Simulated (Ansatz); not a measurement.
```xyz
5

Si   -0.0003   -0.0003    0.0009
F     0.9161    0.9152    0.9166
F     0.9165   -0.9151   -0.9159
F    -0.9155    0.9158   -0.9149
F    -0.9160   -0.9154    0.9149
```

Basis set: 6-31G* (spherical functions). Correlated methods keep 9 orbitals frozen. Charge 0, multiplicity 1.

Computed with Ansatz (development build ahead of 0.2.0); each method stands on the lowest determinant of its kind that the runs found. Restricted open shells among the atoms or ions are ROHF, correlated in semicanonical orbitals with singles.

Give the atomization energy at this shape (free ground-state atoms in the same class of orbitals less the molecule, no zero-point energy) of singlet SiF₄ by RHF-MP2, RHF.

```json
{"method": "RHF-MP2", "atomization energy": "24.28 eV"}
{"method": "RHF", "atomization energy": "18.22 eV"}
```
